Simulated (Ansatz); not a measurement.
Born–Oppenheimer molecular dynamics of BFH4OS (8 atoms, charge 0, multiplicity 1). It starts at the highest image of a converged band. Of that band: The profile has 2 maxima (images 2, 4) with wells between them (image 3): this band takes more than one step, which may be the mechanism or a detour left from its start path. Neighbouring images differ by up to 1.5 eV, so the band resolves the path poorly. A vibrational analysis at the climbing image gives one clearly imaginary mode, 979i cm⁻¹: a first-order saddle point.

These are results of Ansatz 0.2.0, RKS CAM-B3LYP/def2-SVP, not measurements.

```yaml
ensemble: NVE (velocity Verlet)
time_step: 0.5 fs
steps_asked: 200
starting_velocities_drawn_for: 100 K
seed: 5984
```

First frame:

```xyz
8
Properties=species:S:1:pos:R:3
B 0.070 0.265 0.102
F -0.335 -0.346 1.546
O 1.368 -0.053 -0.188
H 1.452 -0.713 -0.883
H -0.851 0.038 -0.643
S -0.084 2.111 0.899
H 1.230 2.212 1.192
H -0.339 0.792 1.812
```

(1) How far do the bonds stretch over the last three quarters of this one trajectory? (Pairs bonded in most of those frames.)

Answers

(1) 
| bond | mean (Å) | spread (Å) | shortest | longest |
| --- | --- | --- | --- | --- |
| B1–F2 | 1.329 | 0.033 | 1.28 | 1.41 |
| B1–O3 | 1.367 | 0.039 | 1.29 | 1.43 |
| B1–H5 | 1.214 | 0.027 | 1.16 | 1.27 |
| O3–H4 | 0.969 | 0.009 | 0.95 | 0.98 |
| S6–H7 | 1.348 | 0.006 | 1.34 | 1.36 |
| S6–H8 | 1.362 | 0.047 | 1.29 | 1.44 |

Pairs bonded in part of these frames only: B1–S6 19 %.

Mean temperature of the second half: 1558 K. The conserved energy stayed within 0.17 meV per atom of its start (net change -0.0005 meV per atom), so the integration is sound. The kinetic energy rose, since the run started high on the potential surface and went downhill. It ends in pieces (BFH2O + H2S), so much of that is their flight and rotation, not heat. A run of 0.1 ps of so small a system gives no equilibrium averages. The orbitals stay closed-shell, which can raise the energy where a bond breaks towards radicals; this wasn't checked here.

Run time: 9.4 min on 2 threads of Arm Neoverse N1, on a shared host, peak memory 0.19 GiB.
